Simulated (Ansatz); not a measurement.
```xyz
10

C     1.104   -0.790   -1.096
Sb    1.168   -0.216    1.011
C    -0.481    1.303    0.769
Ga   -1.388   -0.384    1.113
H     1.812   -0.162   -1.636
H     0.114   -0.658   -1.536
H     1.400   -1.834   -1.192
H    -0.500    1.800   -0.198
H    -0.457    2.024    1.585
H    -2.772   -1.082    1.179
```

The species carries charge 0 and has multiplicity 1. Sb takes the def2 core potential.

Question: List the PBE/def2-TZVPP orbital energies in eV (Ansatz). (Best estimate.)

Answer: Ansatz gave: Occupied: -10093.72, -1233.65, -1093.38, -1093.27, -1093.24, -268.92, -268.76, -148.89, -143.39, -101.80, -101.72, -101.69, -98.05, -97.75, -97.67, -32.12, -32.11, -32.09, -32.01, -32.00, -20.12, -19.94, -19.89, -19.80, -19.76, -17.27, -16.23, -12.51, -10.51, -10.07, -9.80, -9.63, -8.15, -6.71, -5.75, -4.70. Lowest empty: -2.49, -1.55, -0.74, 0.09, 0.29, 1.17, 1.69, 1.85.
